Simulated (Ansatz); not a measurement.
Compare A (`[CH2]1O[CH2][GeH2]1`) with its isomer B (`[GeH3][CH]1CO1`).

Program: Ansatz. Geometries: PBE0-D4/def2-TZVP. ΔE: electronic, gas phase. CBS: MP2 limit from def2 TZ/QZ plus the TZ coupled-cluster correction, frozen cores. Functionals use def2-TZVPP. For Ge outer-core shells are correlated without core-valence functions, which leaves a few kJ/mol of doubt a bond. Scalar relativity is left out up to krypton.

A:

Z-matrix (Å, degrees):
```
C
Ge 1 1.980
O 1 1.432 2 91.5
H 1 1.094 2 116.4 3 -114.6
H 1 1.094 2 116.4 3 114.6
C 2 1.980 1 70.7 3 -0.1
H 2 1.539 1 118.1 3 112.2
H 2 1.539 1 118.1 3 -112.4
H 6 1.094 2 116.4 1 114.6
H 6 1.094 2 116.4 1 -114.5
```

B:

```xyz
10

Ge   -1.286   -0.441   -0.574
C     0.107    0.629    0.285
C     1.429    0.070    0.573
O     1.243    0.939   -0.523
H    -2.263   -0.968    0.491
H    -2.059    0.417   -1.586
H    -0.608   -1.618   -1.293
H    -0.218    1.459    0.913
H     1.645   -0.966    0.318
H     2.010    0.479    1.396
```

Which isomer does CCSD(T)/CBS put lower? Give the gap. (An estimate is asked.)

Computed: A, by 3.4 kcal/mol.

Give E(B) − E(A) in kcal/mol with MP2/def2-TZVPP, PBE0-D4, HF/def2-TZVPP, CCSD/def2-TZVPP, CCSD(T)/def2-TZVPP, PBE-D4, ωB97M-V. (Best estimate.)

The calculation gave: MP2/def2-TZVPP 2.1, PBE0-D4 2.7, HF/def2-TZVPP 1.1, CCSD/def2-TZVPP 2.7, CCSD(T)/def2-TZVPP 2.7, PBE-D4 2.3, ωB97M-V 2.9. None reverses the order clearly.

Largest T1 diagnostic: 0.012.

In def2-TZVPP, CCSD(T) changes the Hartree–Fock value by +1.6 kcal/mol (the triples alone add +0.1 kcal/mol) and MP2 by +1.0 kcal/mol.
